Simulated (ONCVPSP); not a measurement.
# Fe (Z = 26): ONCV pseudisation with PBEsol, non-relativistic reference atom.

iron (Fe), optimised norm-conserving Vanderbilt (ONCV), made with ONCVPSP 4.0.1 (PBEsol, non-relativistic). Core [Ne], reference 3s2 3p6 3d6 4s1 4p1. Waves: 3s+4s: rc 1.40 bohr, ncon 3, nbas 7, qcut 8.6 1/bohr, 2 projectors; 3p+4p: rc 1.30 bohr, ncon 3, nbas 6, qcut 12.9 1/bohr, 2 projectors; 3d: rc 1.50 bohr, ncon 4, nbas 9, qcut 11.4 1/bohr, 2 projectors, debl 3.1 Ha. Local part: polynomial inside 1.05 bohr (lpopt 3, dvloc0 3 Ha). Core correction: none.

What the tests gave:

| Quantity | Value |
| --- | --- |
| Cutoffs needed | 47 Ha and 53 Ha (the cutoffs (Ha) at which the residual kinetic energy of the hardest occupied pseudo-wave falls to 1 and 0.1 mHa per electron) |
| Ghost test | no bound ghost flagged; no localised positive-energy state flagged |
| Largest excitation error | -52 meV (all-electron minus pseudo) for 3s2 3p5 3d6 4s2 4p0, out of 4 test configurations |

Generation and tests took about 4.1 s on one core of a shared server CPU.
